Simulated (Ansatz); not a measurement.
Basis-set extrapolation for `BC(=C)O` (PBE0-D4/def2-TZVP geometry, frozen core, Ansatz). Multiplicity 1, RHF reference.

|  | def2-TZVPP | def2-QZVPP |
| --- | --- | --- |
| HF | -178.223279 | -178.231757 |
| MP2 correlation | -0.661156 | -0.707698 |
| CCSD(T) correlation | -0.721555 | not run |

Energies in hartree. Use E(X) = E(∞) + A·exp(−7.88·√X) for Hartree–Fock and E(X) = E(∞) + B·X^(−2.97) for correlation, with X = 3 and 4, and add CCSD(T) minus MP2 of the smaller set to the MP2 limit.

What is the CCSD(T) energy at the basis-set limit?

HF limit: -178.231757 + (-0.008478) × 0.13774 = -178.23292. MP2 limit: -0.707698 + (-0.046542) × 0.74074 = -0.74217. Higher-order term: -0.721555 − (-0.661156) = -0.06040. Total: -179.03549 hartree, 56.9 kcal/mol below CCSD(T)/def2-TZVPP.
